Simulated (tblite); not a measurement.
Compound: C5H10BrFGe.
Atom-mapped SMILES: `[F:1][C@@H:2]([Br:3])[GeH:4]1[CH2:5][CH2:6][CH2:7][CH2:8]1` (hydrogens: H9 on C2; H10 on Ge4; H11, H12 on C5; H13, H14 on C6; H15, H16 on C7; H17, H18 on C8)

Computed with GFN2-xTB (tblite), gas phase: L-BFGS steps from a force-field or distance-geometry start until the largest atomic force falls under 0.01 eV/Å.

The end geometry, which sets the zero of energy:
```
atom  x, y, z in Å
F1      1.9981    1.7509    0.4824
C2      2.4623    0.5600    0.0173
Br3     3.5741   -0.2621    1.3965
Ge4     0.8910   -0.6640   -0.3324
C5     -0.4904    0.1988   -1.4804
C6     -1.7669    0.0343   -0.6549
C7     -1.4384    0.2526    0.8228
C8     -0.3249   -0.7116    1.2385
H9      3.1239    0.7715   -0.8246
H10     1.5106   -1.9730   -0.7848
H11    -0.5955   -0.2339   -2.4720
H12    -0.2554    1.2573   -1.6008
H13    -2.1557   -0.9786   -0.7848
H14    -2.5356    0.7354   -0.9835
H15    -2.3281    0.1109    1.4382
H16    -1.0951    1.2811    0.9566
H17     0.1401   -0.4063    2.1740
H18    -0.7230   -1.7168    1.3800
```

Question: These geometries come from the run, each turned onto the end geometry. Order them by energy, lowest first.
A.
```
atom  x, y, z in Å
F1      1.9343    1.7796    0.4810
C2      2.3949    0.5713    0.0178
Br3     3.5822   -0.2081    1.3595
Ge4     0.9044   -0.6278   -0.3001
C5     -0.4105    0.1854   -1.4290
C6     -1.7328    0.0854   -0.6726
C7     -1.4584    0.2110    0.8347
C8     -0.2788   -0.6856    1.2275
H9      2.9645    0.7146   -0.9170
H10     1.3236   -2.0500   -0.7604
H11    -0.4736   -0.3417   -2.4133
H12    -0.1427    1.2494   -1.5938
H13    -2.2009   -0.9004   -0.8651
H14    -2.4248    0.8803   -1.0055
H15    -2.3686   -0.0649    1.4185
H16    -1.2080    1.2656    1.0892
H17     0.2208   -0.3180    2.1439
H18    -0.6345   -1.7398    1.3728
```
B.
```
atom  x, y, z in Å
F1      1.9677    1.7309    0.4505
C2      2.4561    0.5446   -0.0014
Br3     3.6341   -0.2085    1.3605
Ge4     0.8953   -0.6970   -0.3175
C5     -0.4677    0.1946   -1.4678
C6     -1.7623    0.0633   -0.6634
C7     -1.4630    0.2303    0.8297
C8     -0.3310   -0.7146    1.2489
H9      3.0899    0.7673   -0.8599
H10     1.5197   -2.0065   -0.7461
H11    -0.5777   -0.2308   -2.4613
H12    -0.1981    1.2459   -1.5781
H13    -2.1930   -0.9268   -0.8352
H14    -2.4913    0.8116   -0.9835
H15    -2.3655    0.0327    1.4123
H16    -1.1547    1.2632    1.0131
H17     0.1395   -0.3699    2.1679
H18    -0.7069   -1.7238    1.4194
```
C.
```
atom  x, y, z in Å
F1      1.9434    1.7245    0.4508
C2      2.4602    0.5491   -0.0091
Br3     3.6367   -0.1977    1.3554
Ge4     0.8892   -0.6948   -0.3126
C5     -0.4574    0.1957   -1.4714
C6     -1.7483    0.0744   -0.6644
C7     -1.4638    0.2162    0.8308
C8     -0.3256   -0.7115    1.2569
H9      3.0975    0.7765   -0.8688
H10     1.4795   -2.0232   -0.7526
H11    -0.5759   -0.2451   -2.4587
H12    -0.1799    1.2429   -1.6021
H13    -2.1922   -0.9046   -0.8504
H14    -2.4671    0.8327   -0.9735
H15    -2.3704    0.0007    1.3968
H16    -1.1774    1.2460    1.0420
H17     0.1404   -0.3572    2.1745
H18    -0.6977   -1.7181    1.4446
```
D.
```
atom  x, y, z in Å
F1      1.9833    1.7448    0.4608
C2      2.4544    0.5536    0.0020
Br3     3.6213   -0.2225    1.3655
Ge4     0.8911   -0.6867   -0.3173
C5     -0.4734    0.1953   -1.4701
C6     -1.7643    0.0517   -0.6633
C7     -1.4560    0.2360    0.8243
C8     -0.3322   -0.7154    1.2461
H9      3.0896    0.7567   -0.8629
H10     1.5361   -1.9997   -0.7461
H11    -0.5754   -0.2172   -2.4701
H12    -0.2143    1.2505   -1.5685
H13    -2.1889   -0.9424   -0.8163
H14    -2.5055    0.7837   -0.9890
H15    -2.3509    0.0657    1.4249
H16    -1.1405    1.2679    0.9878
H17     0.1351   -0.3937    2.1749
H18    -0.7184   -1.7221    1.4053
```
E.
```
atom  x, y, z in Å
F1      1.9970    1.7544    0.4626
C2      2.4560    0.5587    0.0035
Br3     3.6005   -0.2368    1.3648
Ge4     0.8904   -0.6775   -0.3167
C5     -0.4770    0.1972   -1.4717
C6     -1.7625    0.0385   -0.6591
C7     -1.4463    0.2437    0.8240
C8     -0.3337   -0.7183    1.2474
H9      3.0958    0.7618   -0.8571
H10     1.5241   -1.9824   -0.7481
H11    -0.5780   -0.2115   -2.4742
H12    -0.2282    1.2557   -1.5689
H13    -2.1694   -0.9656   -0.8045
H14    -2.5143    0.7575   -0.9875
H15    -2.3415    0.0894    1.4281
H16    -1.1121    1.2738    0.9692
H17     0.1261   -0.4107    2.1850
H18    -0.7358   -1.7216    1.3911
```

Answer: E (0.002 eV), D (0.006 eV), B (0.011 eV), C (0.019 eV), A (0.334 eV).

In the order of the answer:

| step | E above end (eV) | largest force (eV/Å) | rms force component (eV/Å) | rms distance from end (Å) | rms bond change (Å) | bond most changed (Å) |
| --- | --- | --- | --- | --- | --- | --- |
| 29 | 0.002 | 0.06 | 0.017 | 0.028 | 0.002 | C2–Br3 -0.005 |
| 24 | 0.006 | 0.10 | 0.024 | 0.041 | 0.002 | Ge4–H10 +0.007 |
| 19 | 0.011 | 0.15 | 0.035 | 0.056 | 0.002 | Ge4–H10 -0.005 |
| 14 | 0.019 | 0.12 | 0.039 | 0.074 | 0.002 | Ge4–C5 -0.005 |
| 0 | 0.334 | 1.70 | 0.505 | 0.127 | 0.035 | C2–Ge4 -0.083 |

What follows is the cost of the whole relaxation. On one thread of an Arm Neoverse V1, on a shared host, this took 0.55 s wall.
